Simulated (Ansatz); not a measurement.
In3P3⁺, relaxed as a doublet with UKS PBE-D4/def2-SVP in Ansatz, starting from the GFN2-xTB geometry. Force threshold 0.02 eV/Å.

In the def2 sets In takes a core potential; there is no spin–orbit coupling. Another isomer (doublet) lies 0.85 eV lower at PBE0-D4/def2-TZVP; other spin states weren't run for this one.

Start:

```csv
atom,x (Å),y (Å),z (Å)
In1,-0.280,2.722,-0.898
In2,0.828,-0.923,3.116
In3,-0.527,-2.710,-1.896
P4,-0.414,0.053,-1.876
P5,0.024,-0.366,0.122
P6,0.369,1.223,1.432
```

(1) Estimate the energy that the relaxation releases and the steps that it takes.

(2) Does the start keep its bonding?

(3) Predict the relaxed structure.

Results:

(1) 1.5 kcal/mol, in 4 steps; 12 s on 4 threads of Arm Neoverse V1 on a shared host. No frequencies were taken in this run, so the end may be a saddle point.

(2) By distances, no bond broke or formed. The bond that changes most is In3–P4, from 2.77 to 2.79 Å (atoms count from 1).

(3) 
```xyz
6

In   -0.3886    2.6620   -0.8501
In    0.7925   -0.8856    3.2339
In   -0.6136   -2.7443   -1.9845
P    -0.3447    0.0346   -1.9324
P     0.0906   -0.3004    0.0829
P     0.4638    1.2339    1.4502
```
Bond lengths (bridged metal pairs left out): 4 × In–P 2.79 to 2.84 Å; 2 × P–P 2.09 Å.
